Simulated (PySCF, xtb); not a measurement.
ReO₄, SMILES [O]=[Re-](=[O])(=[O])=[O], charge -1, multiplicity 1.

Harmonic wavenumbers (cm⁻¹) from GFN2-xTB (xtb) at its own minimum, in rising order: 258, 258, 258, 275, 275, 786, 820, 820, 821.

Q: What does PBE0-D3(BJ)/def2-SVPD in PySCF give at its own minimum? (An estimate is asked for; the answer gives what the named calculation found.)

A: 330, 330, 330, 337, 337, 943, 943, 943, 1000. Paired by order, the mean absolute difference is 102 cm⁻¹ and the zero-point energies are 6.5 and 7.9 kcal/mol.
